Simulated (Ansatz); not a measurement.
SbBr3. Charge 0, multiplicity 3. Geometry r2SCAN-D4/def2-SVP, that of the neutral singlet; atoms count from 1.

```csv
atom,x (Å),y (Å),z (Å)
Sb1,-0.531,0.510,0.533
Br2,-0.250,1.178,-1.891
Br3,-1.127,-1.927,0.204
Br4,1.907,0.239,1.153
```

In the def2 sets Sb takes a core potential; there is no spin–orbit coupling. At PBE0-D4/def2-TZVP a singlet of charge 0 lies 4.01 eV below the triplet at the same geometry.

Question: Estimate the Mulliken populations from the PBE0/def2-TZVP orbitals of Ansatz.

Answer: 
```csv
atom,charge (e),spin (α − β)
Sb1,0.56,1.05
Br2,-0.19,0.17
Br3,-0.18,0.61
Br4,-0.19,0.17
```
Mulliken values depend strongly on the basis.

Question: Where does the spin sit?

Answer: Summed by element: Sb 1.05, Br 0.95, of 2 unpaired in all. Largest on single atoms: Sb1 1.05, Br3 0.61, Br4 0.17.

Question: And the Mayer bond orders between heavy atoms (over 0.3)?

Answer: Sb1–Br2 1.02 (2.53 Å); Sb1–Br3 0.81 (2.53 Å); Sb1–Br4 1.02 (2.53 Å).
